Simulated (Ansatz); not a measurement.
The cluster Sr2S3. The state is a singlet with charge 0. Geometry relaxed at B3LYP-D4/def2-SVP.

```csv
atom,x (Å),y (Å),z (Å)
Sr1,-1.6339,-0.0241,-0.8374
Sr2,1.8250,-0.1565,0.1286
S3,0.6011,-0.5662,-2.2293
S4,-0.5052,-0.6988,1.7120
S5,-0.2871,1.4456,1.2261
```

In the def2 sets Sr takes a core potential; there is no spin–orbit coupling. The structure comes from a short search, and lower isomers may exist.

Q: Estimate the harmonic wavenumbers at RKS B3LYP-D4/def2-SVP (Ansatz, unscaled). Is this a minimum?

A: 98, 130, 168, 197, 221, 235, 275, 305, 420 cm⁻¹. Yes, no mode is imaginary beyond noise. Zero-point energy 12.3 kJ/mol. Run time 41 s (4 threads of Arm Neoverse V2 on a shared host).
